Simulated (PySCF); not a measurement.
Si(Cl)2(GeH3)(OH) (Cl2GeH4OSi), SMILES O[Si](Cl)(Cl)[GeH3].

Coordinates come from a ωB97X-D3(BJ)/def2-SVP optimisation. This is a generated structure with no PubChem entry under its InChIKey; it may be hypothetical. One conformer was computed; it need not be the lowest.

These are PBE/def2-TZVP run with PySCF values and carry that method's errors.

Symmetry labels are those of the subgroup Cs that the program uses (full group Cs).

Task: List the valence orbital energies around the gap with their symmetry. (An estimate is asked for; the answer gives what the named calculation found.)

Result: 
| orbital | symmetry | energy (eV) |
|---|---|---|
| HOMO−7 | A' | -8.97 |
| HOMO−6 | A" | -8.74 |
| HOMO−5 | A' | -8.72 |
| HOMO−4 | A" | -8.60 |
| HOMO−3 | A' | -8.24 |
| HOMO−2 | A" | -7.93 |
| HOMO−1 | A" | -7.63 |
| HOMO | A' | -7.33 |
| LUMO | A' | -1.02 |
| LUMO+1 | A' | -0.80 |
| LUMO+2 | A" | -0.76 |
| LUMO+3 | A' | 0.15 |
